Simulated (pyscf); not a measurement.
Elementary routes open to •H₂Si–CH₂–Cl (SMILES [SiH2]CCl) in the gas phase (doublet surface):
A. •H₂C–SiH₂–Cl (SMILES [CH2][SiH2]Cl) (C–Cl broken; Cl–Si formed)
B. H₃Si–CH•–Cl (SMILES [SiH3][CH]Cl) (C–H broken; H–Si formed)

Optimised with ωB97X-D3(BJ)/def2-SVP in PySCF. Correlated levels are frozen-core, on RHF or UHF. ΔMP2 is the change of the MP2 total energy from the triple- to the quadruple-zeta basis.

### Question
Rank the routes by free-energy barrier at 900 K, lowest first, for CCSD(T)/def2-TZVPP + ΔMP2(QZVPP) energies (ideal gas, 1 atm, RRHO with modes under 100 cm⁻¹ raised to 100, one conformer, R ln 2 for chiral ones without a mode under 150 cm⁻¹).

### Answer
A (0.86 eV), B (1.87 eV)

Route A is the fastest of these, ahead of the next by 1.00 eV. The most stable products are those of A (ΔG = -1.46 eV), so kinetics and thermodynamics agree. At 298 K A is still the fastest. Only these routes are compared; each barrier is that of the saddle found, and lower ones may exist. The CCSD(T) − MP2 part came from Ansatz, without density fitting, on the same reference.
